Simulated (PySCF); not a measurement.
C3H5BF2, SMILES FB1CC[C@@H]1F. The structure is a stationary point at PBE0-D3(BJ)/def2-SVP. The structure was generated by enumeration; whether it is a known compound was not checked.

These are PBE0-D3(BJ)/def2-SVP in PySCF values and carry that method's errors.

Harmonic wavenumbers (cm⁻¹): 97, 171, 307, 396, 521, 605, 702, 735, 898, 918, 924, 1000, 1051, 1121, 1173, 1198, 1216, 1264, 1374, 1399, 1453, 1507, 3062, 3080, 3101, 3149, 3172. Rotational constants (GHz): 4.604, 3.494, 2.157; symmetry number 1.

**Question.** Work out the zero-point energy and the ideal-gas rigid-rotor harmonic-oscillator thermochemistry at 298.15 K and 1 atm.

**Answer.** ZPE = ½ Σ hcν = ½ × 35596 cm⁻¹ = 212.91 kJ/mol. H − E(el) = 230.66 kJ/mol. Entropy in J/(mol K): translation 164.85, rotation 111.42, vibration 44.98, total 321.24. G − E(el) = 134.88 kJ/mol. Cp = 93.37 J/(mol K). Modes under 150 cm⁻¹ make the vibrational entropy uncertain.
